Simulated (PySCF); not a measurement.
W(O)2(Cl)(SH) (ClHO₂SW), SMILES [O]=[W](=[O])([SH])[Cl], multiplicity 1.

Coordinates come from a B3LYP-D3(BJ)/def2-SVP optimisation. The spin state was assumed, not searched. The structure was generated by enumeration; whether it is a known compound was not checked. The def2 effective core potentials stand for the cores of W; spin–orbit coupling is left out. One conformer was computed; it need not be the lowest.

Calculation: PBE/def2-TZVP run with PySCF.

Isolated molecule, no solvent.

Computed frontier levels, gap, dipole moment and polarisability:
The highest occupied level is -7.53 eV and the lowest empty level comes out as -3.79 eV. The orbital gap comes out as 3.74 eV and the dipole moment comes out as 0.520 e·Å. The quadrupole, principal values (traceless, Buckingham form, about the centre of nuclear charge) comes out as -4.41, -2.29, 6.70 D·Å, the mean static polarisability is 77.0 bohr³ (11.41 Å³) and the polarisability, principal values is 65.4, 71.7, 93.9 bohr³.
